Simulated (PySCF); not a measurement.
2-chloropyrimidine, C4H3ClN2.
SMILES with atom numbers: `[Cl:1][c:2]1[n:3][cH:4][cH:5][cH:6][n:7]1` (hydrogens: H8 on C4; H9 on C5; H10 on C6)

The same species was optimised twice, with GFN2-xTB and with PBE0-D3(BJ)/def2-SVP (PySCF), and the same property calculations (PySCF, gas phase) were run on both structures.

```
   coordinate  GFN2-xTB  PBE0-D3(BJ)/def2-SVP  change
   Cl1–C2 (Å)     1.703                 1.727  +0.024
    N3–C4 (Å)     1.323                 1.330  +0.007
    C6–N7 (Å)     1.323                 1.330  +0.007
    C4–C5 (Å)     1.388                 1.393  +0.005
    C5–C6 (Å)     1.388                 1.392  +0.004
    C2–N3 (Å)     1.320                 1.323  +0.003
    C2–N7 (Å)     1.320                 1.323  +0.003
 N3–C2–N7 (°)     126.9                 127.6    +0.7
 C2–N3–C4 (°)     116.4                 116.0    -0.4
 C2–N7–C6 (°)     116.4                 116.0    -0.4
Cl1–C2–N3 (°)     116.5                 116.2    -0.3
Cl1–C2–N7 (°)     116.6                 116.2    -0.4
 N3–C4–C5 (°)     122.1                 122.2    +0.1
 C5–C6–N7 (°)     122.1                 122.2    +0.1
 C4–C5–C6 (°)     116.1                 116.0    -0.1
```

Rotational constants: A = 6190, B = 1731, C = 1352 MHz (GFN2-xTB) against A = 6139, B = 1706, C = 1335 MHz (PBE0-D3(BJ)/def2-SVP). Point groups within 0.08 Å: C2v and C2v.

On the GFN2-xTB structure: HOMO (eV) -7.77 [PBE0/pcSseg-1]; LUMO (eV) -1.63 [PBE0/pcSseg-1]; dipole (D) 3.73 [PBE0/pcSseg-1]; GIAO shielding of Cl1 (ppm) 613.9 [PBE0/pcSseg-1]; GIAO shielding of C2 (ppm) 13.3 [PBE0/pcSseg-1]; GIAO shielding of N3/N7 (mean) (ppm) -67.2 [PBE0/pcSseg-1]; GIAO shielding of C4/C6 (mean) (ppm) 21.9 [PBE0/pcSseg-1]; GIAO shielding of C5 (ppm) 62.9 [PBE0/pcSseg-1].

**Question.** What do these properties become on the PBE0-D3(BJ)/def2-SVP structure?

**Answer.** 
| property | level | on GFN2-xTB | on PBE0-D3(BJ)/def2-SVP | change |
| --- | --- | --- | --- | --- |
| HOMO (eV) | PBE0/pcSseg-1 | -7.77 | -7.85 | -0.08 |
| LUMO (eV) | PBE0/pcSseg-1 | -1.63 | -1.70 | -0.07 |
| dipole (D) | PBE0/pcSseg-1 | 3.73 | 3.88 | +0.15 |
| energy, GFN2-xTB geometry as zero (kcal/mol) | PBE0/pcSseg-1 | 0.0 | -0.4 | -0.4 |
| GIAO shielding of Cl1 (ppm) | PBE0/pcSseg-1 | 613.9 | 594.0 | -19.9 |
| GIAO shielding of C2 (ppm) | PBE0/pcSseg-1 | 13.3 | 10.9 | -2.4 |
| GIAO shielding of N3/N7 (mean) (ppm) | PBE0/pcSseg-1 | -67.2 | -69.5 | -2.3 |
| GIAO shielding of C4/C6 (mean) (ppm) | PBE0/pcSseg-1 | 21.9 | 19.8 | -2.1 |
| GIAO shielding of C5 (ppm) | PBE0/pcSseg-1 | 62.9 | 60.1 | -2.8 |

The heavy atoms differ by 0.010 Å rms after alignment. Among bonds between heavy atoms Cl1–C2 changes most (+0.024 Å). Changes are differences of the printed values. Neither structure is proved a minimum here.
